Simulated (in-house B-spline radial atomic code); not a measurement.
**Ionising Ru IX (Ru8+) with different functionals**

Computed with an all-electron radial atomic-structure program (B-spline basis): four-component Dirac-Coulomb Hamiltonian, Fermi nucleus of rms radius 4.4809 fm, spin-restricted, spherical fractional occupations for the functionals. The ionisation energy is the difference of two self-consistent energies, [Ar] 3d10 4s2 4p6 → [Ar] 3d10 4s2 4p5, without Breit or QED terms; ε is the level of the shell that loses the electron (mean over j). The electron is taken from both j subshells in proportion to 2j + 1, so the result is a j average, not the step between ground levels.

Hybrids are left out here: with spherical fractional occupations of an open shell their exact exchange keeps a self-interaction that integer-occupation calculations don't have.

| method | rung | ΔSCF (eV) | -ε(4p) (eV) |
| --- | --- | --- | --- |
| LDA VWN5 | LDA | 180.08 | 169.37 |
| relativistic LDA | LDA | 179.98 | 169.28 |
| LDA PW92 | LDA | 180.07 | 169.36 |
| LDA exchange-only | LDA | 178.11 | 167.40 |
| PBE | GGA | 179.93 | 169.25 |
| PBEsol | GGA | 179.91 | 169.22 |
| BLYP | GGA | 179.72 | 169.02 |
| RPBE | GGA | 179.92 | 169.24 |
| PW91 | GGA | 180.05 | 169.36 |
| BP86 | GGA | 180.06 | 169.36 |
| AM05 | GGA | 179.92 | 169.23 |
| OLYP | GGA | 180.45 | 169.76 |

**Question.** How do they compare with the NIST value?

**Answer.** NIST lists 178.41 eV ± 0.05 (semi-empirical, ground level to ground level). Errors run from -0.30 to +2.04 eV. The correlated functionals all miss on the same side by more than they spread, so the cause is common to them (Breit-QED terms, spin polarisation, the choice among j levels, multiplet and fine-structure energies, or a listed next ion that isn't the cheapest removal here) and closeness doesn't rank the functionals.
